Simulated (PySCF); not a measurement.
Isomers of C7H12OP2, mass 174.036 u with the commonest isotopes. Theory: PBE0/pcSseg-1 in PySCF (dipole) on a GFN2-xTB geometry, gas phase. One conformer each, none proved a minimum here; rigid rotors.

Question: Order these by out-of-plane moment Σ m c² = (Ia + Ib − Ic)/2, smallest first.
A. `[CH3:1][P:2]([CH3:3])[P:4]1(=[O:5])[CH:6]=[CH:7][CH2:8][CH:9]=[CH:10]1` with C1–P2–P4–O5 49°, P2–P4–C6–C7 -75°, C6–C7–C8–C9 -42°, C7–C8–C9–C10 42°, P2–P4–C10–C9 75°
B. `[CH2:1]=[CH:2][P@@:3]([CH3:4])(=[O:5])[C:6]#[C:7][PH:8][CH2:9][CH3:10]` with C1–C2–P3–C4 -126°, C7–P8–C9–C10 -51°
C. `[CH3:1][CH2:2][CH2:3][P:4]([PH2:5])[c:6]1[cH:7][cH:8][cH:9][o:10]1` with C1–C2–C3–P4 -173°, C2–C3–P4–P5 -36°, C3–P4–P5–H -174° and -82°, C3–P4–C6–C7 68°
D. `[CH3:1][O:2][c:3]1[cH:4][p:5]([CH2:6][PH2:7])[cH:8][c:9]1[CH3:10]` with C1–O2–C3–C4 -2°, C4–P5–C6–P7 26°, P5–C6–P7–H 66° and 158°
E. `[CH3:1][CH:2]([CH3:3])[P:4]([PH2:5])[c:6]1[cH:7][cH:8][cH:9][o:10]1` with C1–C2–P4–P5 66°, C2–P4–P5–H 170° and -98°, C2–P4–C6–C7 92°

Answer: E (60.25 u·Å²), B (99.04 u·Å²), C (114.16 u·Å²), D (145.70 u·Å²), A (160.04 u·Å²).

Question: Order these by radius of gyration √(Σ m r²/M), smallest first.
A. `[CH2:1]=[CH:2][P@@:3]([CH3:4])(=[O:5])[C:6]#[C:7][PH:8][CH2:9][CH3:10]` with C1–C2–P3–C4 -126°, C7–P8–C9–C10 -51°
B. `[CH3:1][P:2]([CH3:3])[P:4]1(=[O:5])[CH:6]=[CH:7][CH2:8][CH:9]=[CH:10]1` with C1–P2–P4–O5 49°, P2–P4–C6–C7 -75°, C6–C7–C8–C9 -42°, C7–C8–C9–C10 42°, P2–P4–C10–C9 75°
C. `[CH3:1][CH2:2][CH2:3][P:4]([PH2:5])[c:6]1[cH:7][cH:8][cH:9][o:10]1` with C1–C2–C3–P4 -173°, C2–C3–P4–P5 -36°, C3–P4–P5–H -174° and -82°, C3–P4–C6–C7 68°
D. `[CH3:1][CH:2]([CH3:3])[P:4]([PH2:5])[c:6]1[cH:7][cH:8][cH:9][o:10]1` with C1–C2–P4–P5 66°, C2–P4–P5–H 170° and -98°, C2–P4–C6–C7 92°

Answer: B (2.142 Å), D (2.312 Å), C (2.343 Å), A (2.819 Å).

Question: Order these by rotational constant A, smallest first.
A. `[CH3:1][CH:2]([CH3:3])[P:4]([PH2:5])[c:6]1[cH:7][cH:8][cH:9][o:10]1` with C1–C2–P4–P5 66°, C2–P4–P5–H 170° and -98°, C2–P4–C6–C7 92°
B. `[CH3:1][CH2:2][CH2:3][P:4]([PH2:5])[c:6]1[cH:7][cH:8][cH:9][o:10]1` with C1–C2–C3–P4 -173°, C2–C3–P4–P5 -36°, C3–P4–P5–H -174° and -82°, C3–P4–C6–C7 68°
C. `[CH2:1]=[CH:2][P@@:3]([CH3:4])(=[O:5])[C:6]#[C:7][PH:8][CH2:9][CH3:10]` with C1–C2–P3–C4 -126°, C7–P8–C9–C10 -51°
D. `[CH3:1][P:2]([CH3:3])[P:4]1(=[O:5])[CH:6]=[CH:7][CH2:8][CH:9]=[CH:10]1` with C1–P2–P4–O5 49°, P2–P4–C6–C7 -75°, C6–C7–C8–C9 -42°, C7–C8–C9–C10 42°, P2–P4–C10–C9 75°
E. `[CH3:1][O:2][c:3]1[cH:4][p:5]([CH2:6][PH2:7])[cH:8][c:9]1[CH3:10]` with C1–O2–C3–C4 -2°, C4–P5–C6–P7 26°, P5–C6–P7–H 66° and 158°

Answer: B (1215 MHz), E (1270 MHz), A (1456 MHz), D (1544 MHz), C (1756 MHz).

| SMILES | point group | Ia (u·Å²) | Ib (u·Å²) | Ic (u·Å²) | κ | μa (D) | μb (D) | μc (D) |
| --- | --- | --- | --- | --- | --- | --- | --- | --- |
| CP(C)P1(=O)C=CCC=C1 | Cs | 327.26 | 630.92 | 638.11 | -0.98 | 1.92 | 0.01 | 3.03 |
| CC(C)P(P)c1ccco1 | C1 | 347.14 | 643.45 | 870.07 | -0.53 | 0.63 | 0.93 | 0.42 |
| CCCP(P)c1ccco1 | C1 | 415.88 | 653.91 | 841.47 | -0.44 | 0.03 | 1.27 | 0.19 |
| COc1cp(CP)cc1C | C1 | 398.04 | 664.63 | 771.27 | -0.66 | 0.54 | 0.34 | 0.54 |
| C=C[P@@](C)(=O)C#CPCC | C1 | 287.74 | 1194.49 | 1284.16 | -0.96 | 1.08 | 0.96 | 2.69 |
